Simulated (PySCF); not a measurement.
[PbH3(H2O)]+ at several levels of theory

Computed with PySCF 2.14.0 (density fitting, no spin-orbit coupling) at the geometry relaxed with PBE0:

```xyz
7
[PbH3(H2O)]+ (singlet)
Pb    0.2558   -0.2676    0.2676
H     1.0361    1.0779    1.0409
H    -1.0670   -1.0634    1.0634
H     1.0361   -1.0409   -1.0779
O    -1.0687    1.1127   -1.1127
H    -1.4307    1.9777   -0.8725
H    -1.4307    0.8725   -1.9777
```

| level | basis | state | HOMO (eV) | gap (eV) | charge on Pb1 (e) | dipole about the centre of mass (D) | largest force component (eV/Å) |
| --- | --- | --- | --- | --- | --- | --- | --- |
| PBE0 | Pb def2-SVP with ECP60, H def2-SVP, O def2-SVP | singlet | -14.48 | 7.77 | 0.64 | 3.95 | 0.01 |
| TPSS | the same | singlet | -13.37 | 5.96 | 0.66 | 4.04 | 0.42 |
| PBE0 | Pb def2-TZVP with ECP60, H def2-TZVP, O def2-TZVP | singlet | -14.52 | 7.69 | 0.58 | 3.86 | 0.16 |

Charges are Mulliken's, which hang on the basis. The relaxation used the grid (50, 194), these runs (75, 302) or, all-electron (x2c bases, spin-free X2C Hamiltonian), (99, 590).

What does wB97X with Pb def2-SVP with ECP60, H def2-SVP, O def2-SVP give here?

state singlet, HOMO (eV) -16.81, gap (eV) 12.16, charge on Pb1 (e) 0.68, dipole about the centre of mass (D) 3.94, largest force component (eV/Å) 0.09. Time: 3.4 s on 2 threads of Intel(R) Xeon(R) Platinum 8488C (Sapphire Rapids), on a shared host, from an already converged density.

In the first row's basis the gap widens with exact exchange: 6.0 eV for TPSS (none); 7.8 eV for PBE0 (a fixed share); 12.2 eV for wB97X (rising or full at long range).
